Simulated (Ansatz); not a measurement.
Geometry optimisation, UKS PBE/def2-SVP (Ansatz).

input.yaml

```yaml
crystal:
  periodic: [false, false, false]
  atoms:
    - { symbol: W, position_ang: [0.0, 0.0, 0.0] }
    - { symbol: F, position_ang: [0.0, 0.0, 2.1] }
    - { symbol: F, position_ang: [1.85, 0.0, 0.0] }
    - { symbol: H, position_ang: [0.0, 1.72, 0.0] }
    - { symbol: O, position_ang: [-1.94, 0.0, 0.0] }
    - { symbol: H, position_ang: [-2.2771, -0.1263, 0.9437] }
    - { symbol: O, position_ang: [0.0, -1.94, 0.0] }
    - { symbol: H, position_ang: [0.3816, -2.2771, 0.8723] }
    - { symbol: O, position_ang: [0.0, 0.0, -1.94] }
    - { symbol: H, position_ang: [0.5278, 0.7924, -2.2771] }
    - { symbol: F, position_ang: [0.0, 0.0, 3.54] }
magnetization:
  spin_polarized: true
  initial_magnetization: 1
basis:
  gaussian: { orbitals: def2-SVP }
hamiltonian:
  xc: pbe
relax:
  f_tol: 0.15
  max_steps: 25
  restrain:
    - { distance: [1, 10], at: 1.14, k: 30.0 }
    - { distance: [0, 1], at: 3.05, k: 30.0 }
```

Command:

```bash
$ ansatz run input.yaml --threads 4 --pin off --max-ram 5120MiB --backend cpu --events-out ev --progress --plain --runs-dir out
```

Question: Where does it end, and by what steps?

Answer: The forces met the threshold. The restraints hold the end off the free minimum; the threshold counts their pulls, which the force column leaves out. Restrained pairs: F2–F11 (1.44 → 1.34 Å), W1–F2 (2.10 → 3.04 Å). After 14 steps the energy has fallen by 0.750 eV (the restraints' own energy left out); H4 moved furthest, 0.69 Å. The start is strongly strained (largest force component 11 eV/Å), so its close contacts needn't be bonds.

```
step  energy less start (eV)  largest force component (eV/Å)  accepted
   0                  0.0000                          11.222       yes
   1                 -0.0906                           8.283       yes
   2                  0.7688                           9.283       yes
   3                 -0.2596                           6.540       yes
   4                 -0.5998                           5.460       yes
   5                 -0.7279                           5.263       yes
   6                 -0.6766                           5.774       yes
   7                 -0.8677                           4.763        no
   8                 -0.7003                           5.811       yes
   9                 -0.7055                           5.865       yes
  10                 -0.7492                           5.540       yes
  11                 -0.7268                           5.539       yes
  12                 -0.7295                           5.743       yes
  13                 -0.7640                           5.376       yes
  14                 -0.7504                           5.489       yes
```

```xyz
11
Properties=species:S:1:pos:R:3
W -0.223 -0.152 -0.396
F 0.189 0.051 2.613
F 1.678 0.209 -0.487
H -0.072 1.278 0.525
O -2.055 0.118 -0.057
H -2.568 0.338 0.744
O 0.088 -1.888 0.308
H 0.828 -2.064 0.923
O -0.066 0.207 -2.250
H 0.850 0.441 -2.529
F -0.107 -0.368 3.846
```

The run took 67 s on 4 threads of Arm Neoverse V2 (shared host), peak memory 0.28 GiB.
